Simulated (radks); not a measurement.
Dipole-allowed excitations along the series with 2 electrons in [He]. All-electron calculation, non-relativistic Kohn-Sham, LB94 model potential, spin-unpolarised, spherical densities, point nucleus. Program: a radial shooting solver on a logarithmic mesh with Libxc functionals. Time-dependent linear response with the Hartree and adiabatic LDA kernel, continuum included through the Sternheimer equations. Lines are the poles of the dipole polarisability below minus the highest occupied eigenvalue, found on a grid refined at the orbital gaps; the lowest seven at most are given, and weak or close lines can be missed. The first line takes the name of the lowest orbital gap if no other gap lies below it; otherwise a line is named after a gap within 0.6 % of it, if that gap stands alone.

| species | -e(HOMO) (eV) | lowest orbital gap (eV) | first line (eV) | f | static alpha (bohr^3) |
|---|---|---|---|---|---|
| S14+ | 3181.9 | 1s-2p 2430.3 | 2434.4 (1s-2p) | 0.758 | 0.0001523 |
| Cl15+ | 3611.5 | 1s-2p 2755.5 | 2759.9 (1s-2p) | 0.762 | 0.0001187 |
| Ar16+ | 4068.3 | 1s-2p 3101.0 | 3105.8 (1s-2p) | 0.766 | 0.00009396 |
| K17+ | 4552.4 | 1s-2p 3466.9 | 3472.0 (1s-2p) | 0.770 | 0.00007532 |
| Ca18+ | 5063.6 | 1s-2p 3853.3 | 3858.7 (1s-2p) | 0.773 | 0.00006108 |
| Sc19+ | 5602.1 | 1s-2p 4260.0 | 4265.8 (1s-2p) | 0.776 | 0.00005005 |
